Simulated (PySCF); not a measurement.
An EPR job on `P[SiH]([PH2+])CCC#C` [radical].

Method: UKS B3LYP, pcH-1 on C H P Si, non-relativistic, mean-field spin-orbit, GIAO (PySCF 2.14.0). Geometry: GFN2-xTB. A driver script takes a list of jobs; this job's settings line and coordinates (Å) are shown.

Command:
```bash
OMP_NUM_THREADS=1 python probes_run.py task.json out
```

Input:
```
{"job": {"kind": "epr", "basis": "pcH-1"}, "charge": 1, "multiplicity": 2}
C     -2.750879     0.444159    -1.743795
C     -2.169506    -0.307872    -1.010933
C     -1.468707    -1.193668    -0.111207
C     -0.738983    -0.422720     0.999366
Si     0.527584     0.815224     0.301994
P      1.588852    -0.247316    -1.429522
P      2.091192     1.233446     1.920987
H     -3.277326     1.075164    -2.397552
H     -2.191835    -1.882914     0.333763
H     -0.755180    -1.792293    -0.690940
H     -0.256015    -1.139065     1.668955
H     -1.478202     0.114128     1.596508
H      0.000660     2.080404    -0.206448
H      2.677423     0.573331    -1.696784
H      2.334645    -1.226341    -0.779011
H      3.098430     1.868900     1.206724
H      2.760851     0.019464     2.027987
```

Output:
```
UKS, coarse grid
  cycle   1  E = -1130.26498216  |g| = 3.71e-01
  cycle   2  E = -1129.97243779  |g| = 6.33e-01
  cycle   3  E = -1130.30192342  |g| = 1.86e-01
  cycle   4  E = -1130.32163697  |g| = 8.89e-02
  cycle   5  E = -1130.32455719  |g| = 6.21e-02
  cycle   6  E = -1130.32731323  |g| = 2.86e-02
  cycle   7  E = -1130.32790099  |g| = 6.32e-03
  cycle   8  E = -1130.32792383  |g| = 5.11e-03
  cycle   9  E = -1130.32793947  |g| = 1.71e-03
  cycle  10  E = -1130.32794129  |g| = 7.87e-04
UKS, final grid
  cycle   1  E = -1130.32792751  |g| = 1.10e-03
  cycle   2  E = -1130.32792440  |g| = 2.46e-03
  cycle   3  E = -1130.32792865  |g| = 2.88e-04
  cycle   4  E = -1130.32792872  |g| = 9.98e-05
  cycle   5  E = -1130.32792875  |g| = 8.74e-05
  cycle   6  E = -1130.32792877  |g| = 2.77e-05
  cycle   7  E = -1130.32792878  |g| = 9.99e-06
E = -1130.32792878 Eh   <S^2> = 0.7601 (exact 0.7500)
g shifts (ppm)      1          2          3
  rmc          -192       -192       -192
  gc             -2         74         74
  oz_so         205       5028      15747
  total          10       4910      15628
hyperfine (MHz)  atom isotope    a_iso     a_fc   dipolar eigenvalues
    0   13C       0.16       0.14     -0.56     -0.23      0.79
    1   13C      -0.35      -0.37     -0.33     -0.17      0.50
    2   13C      -0.46      -0.48     -0.72     -0.10      0.83
    3   13C      -1.23      -1.27     -0.55     -0.23      0.78
    4  29Si      47.44      47.83    -28.96      8.39     20.57
    5   31P     384.43     385.31   -191.01   -178.70    369.71
    6   31P     357.04     357.88   -176.95   -165.79    342.75
    7    1H      -0.37      -0.37     -0.45     -0.38      0.83
    8    1H      -0.73      -0.73     -0.78     -0.39      1.17
    9    1H       1.21       1.21     -1.85     -1.16      3.01
   10    1H       0.22       0.21     -1.44     -0.08      1.52
   11    1H       1.36       1.36     -1.12     -0.33      1.45
   12    1H      -5.18      -5.19     -2.82      0.44      2.38
   13    1H       6.87       6.81     -8.97      0.67      8.29
   14    1H      10.48      10.41     -8.91      0.55      8.36
   15    1H       6.62       6.57     -8.35      0.72      7.63
   16    1H      12.67      12.62     -8.30      0.54      7.76
```

rmc, gc and oz_so are the mass-correction, gauge-correction and orbital-Zeeman/spin–orbit parts of the g shift along its three principal axes; a_iso is the isotropic hyperfine coupling and a_fc its Fermi-contact part. Atoms in this output count from 0.

Task: How far is ⟨S²⟩ from the pure-spin value?

Result: S = 0.5 gives S(S+1) = 0.75; the run has 0.7601, 0.0101 more.

Task: Get g_iso from the total shifts.

Result: Their mean is 6849 ppm; added to g_e = 2.002319 it gives 2.00917.

Main results: ⟨S²⟩ 0.760; g_iso 2.0092.

One conformer (not necessarily the lowest) at the GFN2-xTB geometry, without solvent, vibrations or thermal averaging.

Task: Estimate the wall time. Hardware: one thread of an Arm Neoverse V2, shared host with 96 logical CPUs at a one-minute load of 51. And the peak memory of the process?

Result: About 2.5 min (density and orbital grids were written too), with 1.2 GiB resident at the peak, the Python interpreter and its libraries included.
Labels such as C1 count atoms from 1, the log's own numbers from 0.
